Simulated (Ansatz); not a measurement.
A short molecular-dynamics run on `C=C[SiH](O)F`.

```yaml
crystal:
  periodic: [false, false, false]
  atoms:
    - {symbol: C, position_ang: [-1.098109, 0.447293, 1.114105]}
    - {symbol: C, position_ang: [-0.628326, 0.706164, -0.104103]}
    - {symbol: Si, position_ang: [0.596838, -0.388377, -0.952306]}
    - {symbol: O, position_ang: [1.350765, -1.383599, 0.099428]}
    - {symbol: F, position_ang: [1.651084, 0.570459, -1.679103]}
    - {symbol: H, position_ang: [-0.777672, -0.426697, 1.675041]}
    - {symbol: H, position_ang: [-1.825173, 1.088156, 1.604871]}
    - {symbol: H, position_ang: [-0.994494, 1.591941, -0.621161]}
    - {symbol: H, position_ang: [0.016060, -1.263684, -1.989099]}
    - {symbol: H, position_ang: [1.792224, -0.992754, 0.855326]}
basis:
  gaussian: {orbitals: "6-31G*"}
hamiltonian: {xc: {name: BLYP}}
md: {timestep: 2 fs, n_steps: 50, ensemble: nve, temperature: 1500, initial_velocities: maxwell_boltzmann, seed: 892}
```

```sh
$ ansatz run in.yaml --threads 4 --pin off --events-out ev --progress --plain --max-ram 10444MiB
```

```csv
step,time (fs),potential energy (eV),kinetic (eV),T (K),conserved (eV)
0,0.0,-14796.6118,1.5511,1500,-14795.0607
1,2.0,-14795.9278,1.0787,1043,-14794.8492
2,4.0,-14795.7694,0.8756,847,-14794.8939
3,6.0,-14795.8975,0.9403,909,-14794.9573
4,8.0,-14795.5176,0.6674,645,-14794.8502
5,10.0,-14795.9754,0.9245,894,-14795.0508
6,12.0,-14795.7166,0.7993,773,-14794.9172
7,14.0,-14795.7567,0.7652,740,-14794.9915
8,16.0,-14795.7483,0.7973,771,-14794.9510
9,18.0,-14795.6221,0.6704,648,-14794.9517
10,20.0,-14795.6613,0.6694,647,-14794.9919
11,22.0,-14795.6487,0.6709,649,-14794.9778
12,24.0,-14795.3957,0.4867,471,-14794.9090
13,26.0,-14795.6681,0.6949,672,-14794.9732
14,28.0,-14795.6042,0.6378,617,-14794.9664
15,30.0,-14795.8356,0.8549,827,-14794.9807
16,32.0,-14795.7369,0.8443,816,-14794.8926
17,34.0,-14795.8100,0.8093,783,-14795.0007
18,36.0,-14795.7698,0.8217,795,-14794.9481
19,38.0,-14795.8520,0.8409,813,-14795.0111
20,40.0,-14795.6593,0.7632,738,-14794.8961
21,42.0,-14795.8453,0.7994,773,-14795.0459
22,44.0,-14795.3144,0.4148,401,-14794.8996
23,46.0,-14795.5122,0.5823,563,-14794.9299
24,48.0,-14795.7208,0.7444,720,-14794.9763
25,50.0,-14795.7609,0.8977,868,-14794.8633
26,52.0,-14796.3234,1.2750,1233,-14795.0484
27,54.0,-14795.7887,0.9259,895,-14794.8628
28,56.0,-14795.8361,0.8892,860,-14794.9469
29,58.0,-14795.7689,0.8474,820,-14794.9215
30,60.0,-14795.6341,0.7853,759,-14794.8488
31,62.0,-14795.9934,0.9932,960,-14795.0002
32,64.0,-14795.7253,0.8525,824,-14794.8728
33,66.0,-14795.7500,0.8602,832,-14794.8898
34,68.0,-14795.8417,0.9077,878,-14794.9340
35,70.0,-14795.4237,0.5864,567,-14794.8373
36,72.0,-14795.7771,0.7900,764,-14794.9872
37,74.0,-14795.3231,0.5236,506,-14794.7995
38,76.0,-14795.7142,0.7270,703,-14794.9872
39,78.0,-14795.8320,0.8924,863,-14794.9396
40,80.0,-14795.8838,0.9557,924,-14794.9281
41,82.0,-14796.0326,1.0645,1029,-14794.9681
42,84.0,-14795.8949,0.9055,876,-14794.9894
43,86.0,-14795.7113,0.7476,723,-14794.9638
44,88.0,-14795.9184,0.9293,899,-14794.9891
45,90.0,-14795.8839,0.9020,872,-14794.9819
46,92.0,-14795.9626,0.9800,948,-14794.9826
47,94.0,-14795.7905,0.7818,756,-14795.0087
48,96.0,-14795.3022,0.4246,411,-14794.8777
49,98.0,-14795.7035,0.7014,678,-14795.0021
50,100.0,-14795.3550,0.5443,526,-14794.8107
```

Velocities are drawn at the set temperature; a run this short doesn't reach equilibrium.

Frames (Å, forces in eV/Å):

```xyz
10
time=0.0 fs
C    -1.098    0.447    1.114   -0.278   -0.099    0.650
C    -0.628    0.706   -0.104    0.224    0.137   -0.648
Si    0.597   -0.388   -0.952   -0.752    0.006   -0.322
O     1.351   -1.384    0.099    0.077   -1.171    0.027
F     1.651    0.570   -1.679    0.736    0.709   -0.537
H    -0.778   -0.427    1.675    0.080   -0.248    0.213
H    -1.825    1.088    1.605   -0.244    0.172    0.218
H    -0.994    1.592   -0.621   -0.121    0.298   -0.168
H     0.016   -1.264   -1.989   -0.107   -0.196   -0.135
H     1.792   -0.993    0.855    0.385    0.393    0.704
10
time=6.0 fs
C    -1.136    0.468    1.109   -0.313   -2.128    4.436
C    -0.619    0.729   -0.058    0.750    1.517   -2.439
Si    0.622   -0.433   -1.012   -2.369   -0.108    1.052
O     1.348   -1.366    0.118   -0.409   -1.867   -1.207
F     1.625    0.584   -1.657    1.511    1.330   -1.276
H    -0.752   -0.449    1.739   -1.253    1.269   -0.981
H    -1.831    1.196    1.627    0.730   -0.822   -0.217
H    -0.923    1.803   -0.225    0.489   -0.858   -1.493
H     0.158   -1.467   -2.004   -0.122    0.503    0.106
H     1.717   -0.899    0.835    0.986    1.165    2.020
10
time=12.0 fs
C    -1.170    0.442    1.176   -0.614    5.648   -2.691
C    -0.593    0.775   -0.066   -0.695   -0.729    1.817
Si    0.622   -0.476   -1.058   -1.088    1.238    2.341
O     1.355   -1.367    0.146    0.899    1.070    1.740
F     1.624    0.619   -1.656    0.729    0.372   -0.931
H    -0.988   -0.397    1.711    0.308   -3.192    1.547
H    -1.807    1.306    1.748    1.475   -2.021   -1.145
H    -0.724    1.877   -0.277    0.064   -1.103   -0.629
H     0.249   -1.536   -2.010   -0.326    0.130   -0.355
H     1.673   -0.748    0.923   -0.752   -1.412   -1.694
10
time=18.0 fs
C    -1.185    0.470    1.196    2.472   -3.812   -3.401
C    -0.579    0.788   -0.034   -0.187   -2.924    0.825
Si    0.607   -0.506   -1.076    0.171    1.707    2.318
O     1.369   -1.369    0.180    0.127    1.161    0.349
F     1.636    0.661   -1.672   -0.501   -0.908   -0.207
H    -1.269   -0.621    1.714    0.590    2.245   -1.579
H    -1.635    1.166    1.762   -1.837    2.982    2.148
H    -0.547    1.758   -0.539   -0.386    0.415    0.623
H     0.242   -1.534   -2.105   -0.086    0.319    0.076
H     1.563   -0.699    0.929   -0.362   -1.186   -1.151
10
time=24.0 fs
C    -1.166    0.481    1.158   -1.851    2.634    2.518
C    -0.569    0.733    0.014    1.596    0.181   -4.187
Si    0.594   -0.514   -1.067    0.838    1.888    1.712
O     1.380   -1.364    0.201   -0.701   -2.657   -4.622
F     1.640    0.687   -1.692   -1.200   -1.547    0.379
H    -1.420   -0.526    1.389    0.175   -1.098    0.834
H    -1.615    1.320    1.950    0.966   -1.919   -2.140
H    -0.468    1.685   -0.607   -0.206   -0.318    1.665
H     0.202   -1.437   -2.184    0.023    0.109    0.284
H     1.443   -0.770    0.882    0.359    2.727    3.557
10
time=30.0 fs
C    -1.180    0.516    1.149    1.116   -5.612   -3.469
C    -0.524    0.663   -0.026   -0.214    0.772    0.009
Si    0.591   -0.499   -1.036    1.293    2.165    0.666
O     1.382   -1.364    0.189   -0.295    0.630    0.134
F     1.623    0.686   -1.706   -1.033   -1.472    0.541
H    -1.450   -0.568    1.296    0.115    0.887    1.056
H    -1.482    1.228    1.779   -1.476    3.044    2.447
H    -0.434    1.703   -0.293    0.544    0.798   -0.526
H     0.158   -1.316   -2.184   -0.130   -0.364    0.074
H     1.339   -0.767    1.005    0.081   -0.847   -0.932
10
time=36.0 fs
C    -1.187    0.481    1.099   -0.792   -0.879    1.330
C    -0.482    0.632   -0.075   -1.637    2.829    3.153
Si    0.604   -0.459   -0.999    0.959    0.199   -1.172
O     1.381   -1.361    0.163   -0.184    0.697    2.300
F     1.588    0.659   -1.711   -0.081   -0.597    0.110
H    -1.491   -0.562    1.571    0.487    1.842   -0.987
H    -1.525    1.401    1.784    0.669   -1.849   -1.548
H    -0.266    1.747   -0.070    0.035   -0.898   -1.132
H     0.084   -1.293   -2.135    0.078   -0.068    0.395
H     1.229   -0.879    1.094    0.467   -1.276   -2.449
10
time=42.0 fs
C    -1.197    0.423    1.057   -0.070    4.729    0.150
C    -0.480    0.662   -0.048    0.579    0.057    0.365
Si    0.626   -0.417   -0.972   -1.147   -1.683   -0.094
O     1.381   -1.363    0.142    0.814   -0.954   -0.489
F     1.553    0.623   -1.714    1.417    0.993   -0.953
H    -1.480   -0.365    1.653   -0.670   -2.837    0.570
H    -1.505    1.387    1.565    0.030   -0.808   -0.056
H    -0.066    1.676   -0.188   -0.970    0.365   -0.078
H     0.029   -1.310   -1.984    0.044   -0.172   -0.290
H     1.186   -1.083    1.038   -0.027    0.310    0.876
10
time=48.0 fs
C    -1.216    0.428    1.029   -1.930   -0.625    3.254
C    -0.463    0.701   -0.011    1.444   -0.411   -1.618
Si    0.636   -0.395   -0.948   -1.873   -2.666    0.339
O     1.395   -1.383    0.127    1.204   -0.965   -1.866
F     1.542    0.602   -1.734    1.804    1.409   -1.328
H    -1.533   -0.592    1.639    0.989    2.237   -2.033
H    -1.569    1.353    1.500   -0.614   -0.348    0.648
H    -0.167    1.708   -0.333   -0.821    0.527    0.504
H    -0.004   -1.362   -1.902    0.159    0.295   -0.198
H     1.188   -1.230    1.023   -0.361    0.546    2.298
10
time=54.0 fs
C    -1.263    0.442    1.052    0.331    5.680   -1.034
C    -0.419    0.738   -0.003   -2.881    2.620    1.590
Si    0.625   -0.403   -0.921    0.258   -0.738   -0.802
O     1.426   -1.417    0.113   -0.117   -0.185    2.376
F     1.561    0.605   -1.776    0.489   -0.042   -0.125
H    -1.408   -0.529    1.246   -0.751   -3.933    1.667
H    -1.880    1.302    1.675    1.397   -2.285   -1.616
H    -0.541    1.836   -0.329    0.823   -1.277    0.288
H     0.003   -1.337   -1.896   -0.123    0.119   -0.183
H     1.211   -1.309    1.119    0.576    0.041   -2.161
10
time=60.0 fs
C    -1.299    0.489    1.052    3.438   -6.711   -3.041
C    -0.443    0.824    0.043   -1.483   -1.083    1.166
Si    0.616   -0.419   -0.903    0.928    1.387   -0.860
O     1.461   -1.458    0.110   -0.531    0.390    1.501
F     1.589    0.608   -1.821   -0.576   -1.058    0.982
H    -1.361   -0.726    1.148    0.084    2.486    0.765
H    -1.986    0.953    1.604   -2.771    2.636    2.042
H    -0.677    1.793   -0.284    0.749    2.030   -0.899
H    -0.024   -1.268   -1.944   -0.171   -0.056    0.116
H     1.311   -1.314    1.112    0.332   -0.022   -1.771
10
time=66.0 fs
C    -1.309    0.440    1.020   -3.860   -0.184    3.020
C    -0.507    0.917    0.103    2.077    0.522   -3.072
Si    0.618   -0.421   -0.895    0.811    2.003   -0.384
O     1.489   -1.493    0.109   -0.625   -0.283   -4.685
F     1.609    0.592   -1.848   -0.858   -1.257    1.274
H    -1.284   -0.606    1.354    0.347   -0.139   -0.165
H    -2.261    0.918    1.602    2.267   -0.246   -1.398
H    -0.518    1.976   -0.365   -0.161   -1.460    0.955
H    -0.103   -1.213   -1.950    0.029   -0.045    0.401
H     1.448   -1.273    0.990   -0.027    1.087    4.055
10
time=72.0 fs
C    -1.377    0.386    1.037    2.722    0.879   -1.727
C    -0.528    0.991    0.104    0.969   -4.817    0.639
Si    0.630   -0.397   -0.891    0.345    1.784    0.632
O     1.504   -1.518    0.085   -0.752    1.250    0.251
F     1.613    0.555   -1.854   -0.445   -0.788    0.755
H    -1.156   -0.621    1.506   -0.578    0.872   -0.863
H    -2.169    0.985    1.379   -1.397    0.607    1.234
H    -0.389    1.987   -0.274   -0.876    0.760   -0.035
H    -0.183   -1.184   -1.846   -0.040   -0.241   -0.003
H     1.607   -1.157    1.015    0.052   -0.306   -0.884
10
time=78.0 fs
C    -1.407    0.390    1.012    1.595    0.224    0.426
C    -0.518    0.955    0.112    0.317   -1.579    0.260
Si    0.644   -0.354   -0.880   -1.107   -0.055    1.108
O     1.498   -1.522    0.054    0.341    2.472    2.170
F     1.610    0.503   -1.846    0.383    0.214   -0.190
H    -1.111   -0.640    1.539   -1.265    1.880   -1.335
H    -2.232    1.045    1.414    0.604   -0.902    0.109
H    -0.541    2.051   -0.148   -0.320   -1.003   -0.099
H    -0.260   -1.215   -1.722    0.287    0.181    0.041
H     1.847   -1.041    0.948   -0.834   -1.432   -2.492
10
time=84.0 fs
C    -1.396    0.425    0.977   -2.058    1.170    2.042
C    -0.497    0.866    0.126    0.155    2.252   -1.348
Si    0.646   -0.311   -0.856   -1.529   -1.421    1.220
O     1.484   -1.492    0.028   -0.571    0.740   -0.420
F     1.614    0.456   -1.842    0.943    1.025   -0.800
H    -1.331   -0.511    1.361    0.225   -3.618    1.088
H    -2.242    0.939    1.560    1.099    0.215   -1.270
H    -0.807    1.929   -0.083    1.291   -0.426   -0.702
H    -0.262   -1.202   -1.601   -0.096   -0.023   -0.415
H     2.056   -1.090    0.695    0.542    0.088    0.604
10
time=90.0 fs
C    -1.408    0.427    0.999    1.072   -5.243   -0.364
C    -0.472    0.819    0.112   -1.004    0.651    0.597
Si    0.630   -0.284   -0.819   -0.777   -2.052   -0.949
O     1.470   -1.443    0.004   -0.570   -0.457   -0.007
F     1.633    0.426   -1.850    0.370    0.904   -0.241
H    -1.573   -0.776    1.231    0.703    2.851   -0.135
H    -2.126    1.009    1.469   -1.523    1.547    0.711
H    -0.707    1.804   -0.240    0.655    1.297   -0.204
H    -0.278   -1.184   -1.599    0.026    0.142   -0.177
H     2.246   -1.182    0.491    1.047    0.360    0.770
10
time=96.0 fs
C    -1.422    0.355    1.027    0.944    8.342   -2.518
C    -0.475    0.809    0.105   -0.954    1.252    0.790
Si    0.605   -0.282   -0.794    0.436   -1.450   -3.059
O     1.464   -1.397   -0.005    3.670   -1.125    2.139
F     1.659    0.412   -1.862   -0.511    0.498    0.624
H    -1.649   -0.606    1.154   -0.778   -4.146    1.134
H    -2.115    1.259    1.357    0.815   -2.311   -0.045
H    -0.357    1.865   -0.385   -0.769   -1.090    1.702
H    -0.292   -1.130   -1.661    0.036    0.071    0.063
H     2.472   -1.283    0.289   -2.888   -0.042   -0.830
10
time=100.0 fs
C    -1.419    0.382    1.012    0.984   -3.091   -1.593
C    -0.493    0.816    0.115    0.614   -0.731    0.654
Si    0.591   -0.291   -0.796    0.836   -1.087   -2.904
O     1.485   -1.379    0.008   -4.240   -1.200    0.681
F     1.671    0.408   -1.865   -0.785    0.307    0.944
H    -1.731   -0.799    1.247    1.123    3.144   -0.560
H    -2.045    1.135    1.305   -2.247    1.667    1.682
H    -0.231    1.819   -0.229   -0.942    0.838    0.729
H    -0.292   -1.076   -1.695   -0.190   -0.223   -0.090
H     2.376   -1.332    0.093    4.847    0.376    0.459
```

Run time 42 s (4 threads of an Intel Xeon on a shared host); peak host memory 0.14 GiB.
